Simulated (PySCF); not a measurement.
Z-matrix (Å, degrees):
```
Al
H 1 1.5843
H 1 1.5843 2 120.00
H 1 1.5843 2 120.00 3 -179.98
```
Charge 0, spin multiplicity 1.

Q: What is the computed dipole moment, LUMO, total energy, HOMO and HOMO–LUMO gap (r2SCAN-D4/def2-TZVP in PySCF)?

A: 
| Item | Result |
|---|---|
| dipole moment | 0.00 D |
| LUMO | -2.13 eV |
| total energy | -6644.13 eV |
| HOMO | -7.62 eV |
| HOMO–LUMO gap | 5.49 eV |
